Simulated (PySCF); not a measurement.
NO$_{2}$ (SMILES [O]N=O), doublet (typed; the unrestricted solution is spin-contaminated), geometry from GFN2-xTB, with bond 3-2 at 1.6 times its length; B3LYP/6-311G** (PySCF).

Input for PySCF:
```python
from pyscf import gto, scf, dft

mol = gto.M(
    atom='''
O     1.09987865   -0.14484153    0.00060239
N     0.00419222    0.29484101    0.01046273
O    -1.76819028   -0.35793557   -0.02188929
''',
    basis='6-311g**',
    spin=1,
    verbose=4,
)

mf = dft.UKS(mol)
mf.xc = 'b3lyp'
mf.init_guess = 'mod_huckel'
mf.kernel()
```

What the program printed (banner, timings and long lists left out):

```
PySCF version 2.14.0

[INPUT] verbose = 4
[INPUT] num. atoms = 3
[INPUT] num. electrons = 23
[INPUT] charge = 0
[INPUT] spin (= nelec alpha-beta = 2S) = 1
[INPUT] symmetry False subgroup None
[INPUT] Mole.unit = angstrom
[INPUT] Symbol           X                Y                Z      unit          X                Y                Z       unit  Magmom
[INPUT]  1 O      1.099878650000  -0.144841530000   0.000602390000 AA    2.078469418756  -0.273710823163   0.001138352120 Bohr   0.0
[INPUT]  2 N      0.004192220000   0.294841010000   0.010462730000 AA    0.007922147654   0.557168759190   0.019771694215 Bohr   0.0
[INPUT]  3 O     -1.768190280000  -0.357935570000  -0.021889290000 AA   -3.341395365318  -0.676400197540  -0.041364763161 Bohr   0.0

nuclear repulsion = 52.5623754798465
number of shells = 24
number of NR pGTOs = 93
number of NR cGTOs = 54
basis = 6-311g**
ecp = {}

******** <class 'pyscf.dft.uks.UKS'> ********
method = UKS
initial guess = mod_huckel
damping factor = 0
level_shift factor = 0
DIIS = <class 'pyscf.scf.diis.CDIIS'>
diis_start_cycle = 1
diis_space = 8
diis_damp = 0
SCF conv_tol = 1e-09
SCF conv_tol_grad = None
SCF max_cycles = 50
direct_scf = True
direct_scf_tol = 1e-13
number electrons alpha = 12  beta = 11
XC library pyscf.dft.libxc version 7.1.2
    S. Lehtola, C. Steigemann, M. J. T. Oliveira, and M. A. L. Marques,  SoftwareX 7, 1–5 (2018)
XC functionals = b3lyp
    P. J. Stephens, F. J. Devlin, C. F. Chabalowski, and M. J. Frisch,  J. Phys. Chem. 98, 11623 (1994)
radial grids:
    Treutler-Ahlrichs [JCP 102, 346 (1995); DOI:10.1063/1.469408] (M4) radial grids

becke partition: Becke, JCP 88, 2547 (1988); DOI:10.1063/1.454033
pruning grids: <function nwchem_prune>
grids dens level: 3
symmetrized grids: False
atomic radii adjust function: <function treutler_atomic_radii_adjust>
small_rho_cutoff = 0
Set gradient conv threshold to 3.16228e-05
Initial guess from on-the-fly Huckel, doi:10.1021/acs.jctc.8b01089,
employing the updated GWH rule from doi:10.1021/ja00480a005.
Spherically averaged atomic HF for {'N', 'O'}

******** <class 'pyscf.scf.atom_hf.AtomSphAverageRHF'> ********
method = AtomSphAverageRHF
initial guess = minao
damping factor = 0
level_shift factor = 0
DIIS = <class 'pyscf.scf.diis.CDIIS'>
diis_start_cycle = 1
diis_space = 8
diis_damp = 0
SCF conv_tol = 1e-09
SCF conv_tol_grad = None
SCF max_cycles = 50
direct_scf = True
direct_scf_tol = 1e-13
atom = O
Set gradient conv threshold to 3.16228e-05
Initial guess from minao.
init E= -74.2700111805008
cycle= 1 E= -74.2813950851639  delta_E= -0.0114  |g|=    0  |ddm|= 0.0982
cycle= 2 E= -74.2820724132891  delta_E= -0.000677  |g|=    0  |ddm|= 0.0594
cycle= 3 E= -74.282217442226  delta_E= -0.000145  |g|=    0  |ddm|= 0.0137
cycle= 4 E= -74.2822191446378  delta_E= -1.7e-06  |g|=    0  |ddm|= 0.00337
cycle= 5 E= -74.2822191446971  delta_E= -5.93e-11  |g|=    0  |ddm|= 1.31e-05
Extra cycle  E= -74.2822191446971  delta_E= -4.26e-14  |g|=    0  |ddm|= 3.47e-07
Atomic HF for atom  O  converged. SCF energy = -74.2822191446971

******** <class 'pyscf.scf.atom_hf.AtomSphAverageRHF'> ********
method = AtomSphAverageRHF
initial guess = minao
damping factor = 0
level_shift factor = 0
DIIS = <class 'pyscf.scf.diis.CDIIS'>
diis_start_cycle = 1
diis_space = 8
diis_damp = 0
SCF conv_tol = 1e-09
SCF conv_tol_grad = None
SCF max_cycles = 50
direct_scf = True
direct_scf_tol = 1e-13
atom = N
Set gradient conv threshold to 3.16228e-05
Initial guess from minao.
init E= -53.7877448426307
cycle= 1 E= -53.8311582924858  delta_E= -0.0434  |g|=    0  |ddm|= 0.343
cycle= 2 E= -53.8367561445811  delta_E= -0.0056  |g|=    0  |ddm|= 0.18
cycle= 3 E= -53.8377569015167  delta_E= -0.001  |g|=    0  |ddm|= 0.0399
cycle= 4 E= -53.8377660799432  delta_E= -9.18e-06  |g|=    0  |ddm|= 0.00892
cycle= 5 E= -53.8377660856523  delta_E= -5.71e-09  |g|=    0  |ddm|= 0.000167
cycle= 6 E= -53.8377660856528  delta_E= -4.97e-13  |g|=    0  |ddm|= 7.51e-07
Extra cycle  E= -53.8377660856527  delta_E= 2.84e-14  |g|=    0  |ddm|= 5.42e-08
Atomic HF for atom  N  converged. SCF energy = -53.8377660856527

tot grids = 42072
init E= -203.088257579923
cycle= 1 E= -189.15797095016  delta_E= 13.9  |g|= 4.62  |ddm|= 4.02
cycle= 2 E= -149.076998876909  delta_E= 40.1  |g|= 7.85  |ddm|= 10.1
cycle= 3 E= -200.364987302225  delta_E= -51.3  |g|= 2.92  |ddm|=  9.2
cycle= 4 E= -202.088843053288  delta_E= -1.72  |g|= 2.35  |ddm|= 2.37
cycle= 5 E= -200.63375137697  delta_E= 1.46  |g|= 2.56  |ddm|= 2.22
cycle= 6 E= -204.676713453547  delta_E= -4.04  |g|= 0.847  |ddm|= 1.84
cycle= 7 E= -202.357214043859  delta_E= 2.32  |g|= 2.06  |ddm|= 1.43
cycle= 8 E= -203.338000660203  delta_E= -0.981  |g|= 1.82  |ddm|=  0.3
cycle= 9 E= -203.030778569953  delta_E= 0.307  |g|= 1.92  |ddm|= 0.0957
cycle= 10 E= -203.670044085977  delta_E= -0.639  |g|= 1.68  |ddm|= 0.221
cycle= 11 E= -203.765884381715  delta_E= -0.0958  |g|= 1.63  |ddm|= 0.0927
cycle= 12 E= -203.53151816339  delta_E= 0.234  |g|= 1.75  |ddm|= 0.149
cycle= 13 E= -204.803607139308  delta_E= -1.27  |g|= 0.748  |ddm|= 0.811
cycle= 14 E= -204.964651828257  delta_E= -0.161  |g|= 0.357  |ddm|= 0.315
cycle= 15 E= -205.011815250634  delta_E= -0.0472  |g|= 0.169  |ddm|= 0.301
cycle= 16 E= -205.02567100454  delta_E= -0.0139  |g|= 0.0165  |ddm|= 0.104
cycle= 17 E= -205.026422900342  delta_E= -0.000752  |g|= 0.0372  |ddm|= 0.0643
cycle= 18 E= -205.027385833525  delta_E= -0.000963  |g|= 0.0174  |ddm|= 0.0274
cycle= 19 E= -205.029066188002  delta_E= -0.00168  |g|= 0.0129  |ddm|= 0.102
cycle= 20 E= -205.029678920019  delta_E= -0.000613  |g|= 0.0239  |ddm|= 0.063
cycle= 21 E= -205.030658895498  delta_E= -0.00098  |g|= 0.0142  |ddm|= 0.0729
cycle= 22 E= -205.031458931053  delta_E= -0.0008  |g|= 0.00326  |ddm|= 0.121
cycle= 23 E= -205.031466630645  delta_E= -7.7e-06  |g|= 0.00272  |ddm|= 0.00579
cycle= 24 E= -205.031482114966  delta_E= -1.55e-05  |g|= 0.000789  |ddm|= 0.0148
cycle= 25 E= -205.031482647502  delta_E= -5.33e-07  |g|= 0.000595  |ddm|= 0.0048
cycle= 26 E= -205.031484556036  delta_E= -1.91e-06  |g|= 0.000354  |ddm|= 0.00657
cycle= 27 E= -205.031484644621  delta_E= -8.86e-08  |g|= 0.000124  |ddm|= 0.000847
cycle= 28 E= -205.031484714302  delta_E= -6.97e-08  |g|= 7.21e-05  |ddm|= 0.00119
cycle= 29 E= -205.031484717881  delta_E= -3.58e-09  |g|= 1.98e-05  |ddm|= 0.000118
cycle= 30 E= -205.031484719069  delta_E= -1.19e-09  |g|= 1.01e-05  |ddm|= 7.62e-05
cycle= 31 E= -205.031484719617  delta_E= -5.48e-10  |g|= 4.68e-06  |ddm|= 6.31e-05
Extra cycle  E= -205.031484719469  delta_E= 1.48e-10  |g|= 1.88e-05  |ddm|= 1.65e-05
converged SCF energy = -205.031484719469  <S^2> = 1.0603776  2S+1 = 2.2894345
```
